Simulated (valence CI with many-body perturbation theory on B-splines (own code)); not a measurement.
Energy levels of Co⁴⁺

Computed by relativistic CI+MBPT: five valence electrons over a frozen Dirac-Fock core [Ar], radial functions for each j: 7 s, 7 p, 8 d, 6 f, 4 g, 1 h, with the one-electron correlation potential Σ1 (screened to all orders), the two-electron term Σ2, the three-electron term Σ3, Breit, model QED; selected single and double excitations, second order for the rest, scaled by the run's own slope (own B-spline code, finite nucleus).

Against 17 measured levels this calculation errs by 596 cm⁻¹ on average and by 1376 at most. These come from a selection out of Sugar and Corliss, J. Phys. Chem. Ref. Data 10, 1097 (1981). Levels without a partner in it may be off by more, other configurations by 1,000 to 8,000 cm⁻¹. Among the levels kept, up to 660 cm⁻¹ of a level comes from second order outside the variational space, and about a tenth of that is noise between levels of different J, which matters for small intervals. Only levels of the ground parity were solved; by the run's estimate the other parity begins above the list, which can be wrong where configurations are misplaced.

Levels 1 to 31 of 31, with energies above the lowest level, 3d5 6S_5/2. "Leading %" is the weight of the configuration and term that name the level; weights of strongly mixed levels are sums over their largest components and can fall short, so below about 35 % the name and the second component can differ from the true leading terms, or belong to a minority configuration. In the jj column 3d3/2^4 stands for four electrons in 3d with j = 3/2. Lifetimes count E1, E2, E3, M1 and M2 decay at the calculated energies, and are blank where another channel may lead or the interval is too uncertain; long ones can be off by a factor of two.

```tsv
No.	Configuration	Term	J	E (cm⁻¹)	Leading %	Leading jj	Lifetime	g
1	3d5	6S	5/2	0.0	99	3d3/2^2 3d5/2^3 (43 %)		2.001
2	3d5	4G	11/2	36193	99	3d3/2^2 3d5/2^3 (51 %)		1.272
3	3d5	4G	9/2	36257	99	3d3/2^2 3d5/2^3 (66 %)		1.172
4	3d5	4G	5/2	36260	99	3d3/2^2 3d5/2^3 (40 %)	30900 s	0.572
5	3d5	4G	7/2	36274	99	3d3/2^2 3d5/2^3 (43 %)		0.984
6	3d5	4P	5/2	40812	90	3d3/2^4 3d5/2 (30 %)	336 ms	1.580
7	3d5	4P	3/2	40948	93	3d3/2^2 3d5/2^3 (50 %)	511 ms	1.699
8	3d5	4P	1/2	41090	97	3d3/2^2 3d5/2^3 (53 %)	6480 s	2.611
9	3d5	4D	7/2	44274	99	3d3/2^2 3d5/2^3 (55 %)		1.428
10	3d5	4D	1/2	44467	97	3d3/2^2 3d5/2^3 (79 %)		0.055
11	3d5	4D	3/2	44566	93	3d3/2 3d5/2^4 (48 %)	4.10 s	1.232
12	3d5	4D	5/2	44574	91	3d3/2^2 3d5/2^3 (41 %)	3.38 s	1.388
13	3d5	2I	11/2	52265	98	3d3/2^2 3d5/2^3 (48 %)		0.924
14	3d5	2I	13/2	52291	99	3d3/2^2 3d5/2^3 (99 %)	1590 s	1.077
15	3d5	2D	5/2	56821	69	3d3/2^4 3d5/2 (36 %)	466 ms	1.101
16	3d5	2D	3/2	57576	92	3d3/2^2 3d5/2^3 (61 %)	1.11 s	0.772
17	3d5	2F	7/2	59005	95	3d3/2^2 3d5/2^3 (36 %)	636 ms	1.143
18	3d5	4F	5/2	60019	46	3d3/2^2 3d5/2^3 (55 %)		0.974
19	3d5	4F	9/2	60180	95	3d3/2^2 3d5/2^3 (52 %)	836 ms	1.325
20	3d5	4F	7/2	60330	94	3d3/2 3d5/2^4 (44 %)	783 ms	1.233
21	3d5	4F	3/2	60576	92	3d3/2 3d5/2^4 (43 %)	698 ms	0.428
22	3d5	4F	5/2	60720	50	3d5/2^5 (43 %)		1.012
23	3d5	2H	9/2	63436	82	3d3/2^2 3d5/2^3 (65 %)	998 ms	0.947
24	3d5	2H	11/2	63908	98	3d3/2 3d5/2^4 (59 %)		1.089
25	3d5	2G	7/2	65096	98	3d3/2^2 3d5/2^3 (66 %)		0.893
26	3d5	2G	9/2	65564	80	3d3/2 3d5/2^4 (59 %)		1.081
27	3d5	2F	5/2	69700	98	3d3/2^2 3d5/2^3 (56 %)	2.07 s	0.859
28	3d5	2F	7/2	69840	98	3d3/2 3d5/2^4 (37 %)	1.98 s	1.143
29	3d5	2S	1/2	76597	99	3d3/2^3 3d5/2^2 (40 %)		2.001
30	3d5	2D	3/2	85178	99	3d3/2^3 3d5/2^2 (34 %)		0.799
31	3d5	2D	5/2	85226	98	3d3/2 3d5/2^4 (34 %)		1.199
```

Names give the largest LS component (configuration and term), which can be under half, so a name can repeat, a term be missing and a line seem to break the LS rules; names also repeat where a configuration has a term twice.

Where two levels of one J and parity lie close, their mixing, g and order are uncertain.

The ionisation energy to 3d4 5D_0 of the next ion comes out as 78.272 eV (NIST: 79.5 ± 0.2 eV (semi-empirical), further off than twice its uncertainty). All 31 levels together are meant to be complete up to 88208 cm⁻¹.
